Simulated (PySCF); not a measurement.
# A survey of ³³S NMR shifts

Theory: σ from GIAO-PBE0/pcSseg-1, geometry: GFN2-xTB, in PySCF (equivalent nuclei averaged, non-relativistic, gas phase, single conformer).

Shieldings were converted by a linear fit to measured shifts: ³³S: δ = 158.28 − 0.937σ (rms 33.3 ppm, 20 shifts vs sulfate, solution or neat liquid). Occasional misses reach two or three times the rms, and more in compound classes unlike the fitted ones.

(1) Give the ³³S shifts of `C/C=C/[Si@@H]1OCCS1`, `CCC#C[Si@H](O)SC`, `CSC[Si@H](N)C#N`, `C=C(SC)[C@@H]1[SiH2][C@@H]1OC`, `N#CCSC[SiH2]N`, `C=C1[C@@H](OC)[Si@H]1SC`.

(2) Match the shifts -270, -341, -386, -455, -504 ppm to `CCS[C@@H]1C[Si@@H]1C(C)=O`, `C=C[Si@@H](S)OC1CC1`, `OC[C@@H]1C[C@]12C[C@H]2S[SiH3]`, `N[SiH](N)C#CCS`, `C#CCS[SiH](N)N`.

## Answers

(1) 
```json
{"compound": "C/C=C/[Si@@H]1OCCS1", "environment": "sulfur bonded to C, Si, in a 5-membered ring", "δ (ppm)": "-466"}
{"compound": "CCC#C[Si@H](O)SC", "environment": "sulfur bonded to C, Si", "δ (ppm)": "-476"}
{"compound": "CSC[Si@H](N)C#N", "environment": "sulfide sulfur", "δ (ppm)": "-392"}
{"compound": "C=C(SC)[C@@H]1[SiH2][C@@H]1OC", "environment": "sulfide sulfur", "δ (ppm)": "-297"}
{"compound": "N#CCSC[SiH2]N", "environment": "sulfide sulfur", "δ (ppm)": "-316"}
{"compound": "C=C1[C@@H](OC)[Si@H]1SC", "environment": "sulfur bonded to C, Si", "δ (ppm)": "-504"}
```

(2) -270: CCS[C@@H]1C[Si@@H]1C(C)=O (sulfide sulfur); -341: N[SiH](N)C#CCS (thiol sulfur); -386: C#CCS[SiH](N)N (sulfur bonded to C, Si); -455: OC[C@@H]1C[C@]12C[C@H]2S[SiH3] (sulfur bonded to C, Si); -504: C=C[Si@@H](S)OC1CC1 (sulfur bonded to Si, H).
